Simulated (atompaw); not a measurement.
## Before and after: PAW (atompaw) potential for technetium

- Element: technetium
- Generator: atompaw 4.2.0.5
- Type: PAW
- Functional: PBE
- Relativity: scalar-relativistic
- Frozen core: [Kr]
- Valence charge: 7
- Reference configuration: 4d5 5s1.75 5p0.25
- Partial waves: 5s (bound); 5s channel at 2.65 Ry; 5p (bound); 5p channel at 1.15 Ry; 4d (bound); 4d channel at 0.05 Ry
- Local potential: ultrasoft scheme with l = 3 at 0 Ry, radius 2.40 bohr
- Core correction: smooth core density matched at 1.95 bohr
- Augmentation charge: sinc compensation charge, radius 2.30 bohr; PAW radius 3.00 bohr; waves and projectors: bloechl

Change: local potential bessel scheme, radius 2.40 bohr.

Cutoffs: the cutoffs (Ry, on a coarse ladder) from which the occupation-weighted sum of valence levels, in a spherical-Bessel basis at the reference potential, stays within 10 and 1 mRy of its value at 400 Ry; they do not see the model core or the augmentation charge, which bear on the density cutoff.

Question: What does the change do?

Answer: The potential gets softer (25 Ry and 30 Ry → 18 Ry and 25 Ry); both files keep a bound ghost (p); the range in which the s phases agree widens (upper end 1.3 → 3.6); the range in which the p phases agree narrows (upper end 3.8 → -0.1).

```tsv
quantity	base	changed
cutoff, loose	25 Ry	18 Ry
cutoff, tight	30 Ry	25 Ry
loose cutoff by channel (10 mRy a level)	s 6 Ry, p 6 Ry, d 18 Ry	s 6 Ry, p 6 Ry, d 15 Ry
bound ghosts	p	p
s: phases at 3.02 bohr within 0.05 rad from the reference energy up to (Ry; the scan ends near 5)	1.3	3.6
p: phases at 3.02 bohr within 0.05 rad from the reference energy up to (Ry; the scan ends near 5)	3.8	-0.1
d: phases at 3.02 bohr within 0.05 rad from the reference energy up to (Ry; the scan ends near 5)	to the end of the scan	to the end of the scan
lowest overlap eigenvalue by channel	s 0.39, p 0.03, d 1.00	s 0.45, p 0.03, d 1.00
```

 A true bound ghost makes a file unfit for plane-wave use even where its test errors are small: the radial tests pick states by their node count and pass the ghost by. The cutoffs see the waves, projectors and local potential, not the compensation charge or the core.
